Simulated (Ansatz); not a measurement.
Reaction (ligand exchange at the Si–C bond): `C[SiH](Cl)C#C[Si](F)(F)Cl` + `C=N` → `C=N[SiH](C)Cl` + `C#C[Si](F)(F)Cl`

Calculated with Ansatz (gas phase, PBE0-D4/def2-TZVP geometries, no zero-point term in ΔE). CCSD(T)/CBS adds triple-zeta CCSD(T) − MP2 to the extrapolated MP2 energy (def2 sets, frozen cores). This one scheme is used for every species. DFT in def2-TZVPP. B3LYP here is the variant with VWN-RPA as its local correlation; programs differ in this. Each species was taken in one conformer, which may not be the lowest.

**Question.** Is it downhill or uphill in electronic energy at CCSD(T)/CBS, and by how much? (Estimate.)

**Answer.** The calculation gave: Downhill: ΔE = -15.9 kJ/mol.

**Question.** What do these levels give: PBE-D4, r2SCAN-D4, PBE0-D4, ωB97X-V, PBE0, B3LYP, HF/def2-TZVPP, MP2/def2-TZVPP, SCS-MP2/def2-TZVPP, CCSD/def2-TZVPP, HF/CBS(def2), CCSD/CBS(def2)? (An estimate is asked.)

**Answer.** Computed: PBE-D4 -13.4, r2SCAN-D4 -16.5, PBE0-D4 -14.5, ωB97X-V -18.1, PBE0 -14.3, B3LYP -16.6, HF/def2-TZVPP -20.3, MP2/def2-TZVPP -14.5, SCS-MP2/def2-TZVPP -13.6, CCSD/def2-TZVPP -14.3, HF/CBS(def2) -20.9, CCSD/CBS(def2) -16.9 kJ/mol.

Largest T1 diagnostic among the species: 0.012.

In def2-TZVPP, CCSD(T) changes the Hartree–Fock value by +6.9 kJ/mol (the triples alone add +1.0 kJ/mol) and MP2 by +5.7 kJ/mol.
